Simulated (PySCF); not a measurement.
Si(H)(Cl)2(OH) (Cl2H2OSi), SMILES O[SiH](Cl)Cl.

Geometry: PBE0-D3(BJ)/def2-SVP. One conformer was computed; it need not be the lowest.

Computed with TDDFT-B3LYP/def2-SVPD (PySCF).

Vertical excitations. The molecule is in vacuum. State labels are in the subgroup Cs.

Computed UV-visible absorptions:
| state | symmetry | energy (eV) | λ (nm) | f | main pairs |
|---|---|---|---|---|---|
| S1 | A" | 7.61 | 163 | 0.003 | HOMO→LUMO 88 % |
| S2 | A" | 7.84 | 158 | 0.007 | HOMO→LUMO+1 79 % |
| S3 | A" | 8.01 | 155 | 0.036 | HOMO−1→LUMO 48 %, HOMO−1→LUMO+1 34 %, HOMO→LUMO+1 7 % |
| S4 | A' | 8.07 | 154 | 0.074 | HOMO−2→LUMO 69 %, HOMO−2→LUMO+1 27 % |
| S5 | A" | 8.12 | 153 | 0.009 | HOMO−1→LUMO+1 61 %, HOMO−1→LUMO 34 % |
| S6 | A' | 8.17 | 152 | 0.004 | HOMO−2→LUMO+1 64 %, HOMO−2→LUMO 23 % |
| S7 | A' | 8.41 | 147 | 0.001 | HOMO→LUMO+2 61 %, HOMO−3→LUMO 34 % |
| S8 | A' | 8.44 | 147 | 0.116 | HOMO−3→LUMO 41 %, HOMO−3→LUMO+1 27 %, HOMO→LUMO+2 17 %, HOMO−2→LUMO+1 6 % |
| S9 | A' | 8.53 | 145 | 0.018 | HOMO−3→LUMO+1 69 %, HOMO−3→LUMO 14 %, HOMO→LUMO+2 12 % |
| S10 | A" | 8.66 | 143 | 0.041 | HOMO−4→LUMO 86 % |
| T1 | A" | 7.26 | 171 | 0 | HOMO→LUMO+1 50 %, HOMO→LUMO 43 % |
| T2 | A" | 7.48 | 166 | 0 | HOMO→LUMO 30 %, HOMO−1→LUMO 28 %, HOMO→LUMO+1 26 %, HOMO−1→LUMO+1 6 % |
| T3 | A' | 7.57 | 164 | 0 | HOMO−2→LUMO+1 67 %, HOMO−2→LUMO 25 % |
| T4 | A" | 7.61 | 163 | 0 | HOMO−1→LUMO+1 41 %, HOMO−1→LUMO 20 %, HOMO→LUMO+1 17 %, HOMO→LUMO 12 % |
Triplets are in the Tamm–Dancoff approximation, which puts them higher than full response would, so one can lie above its singlet here.
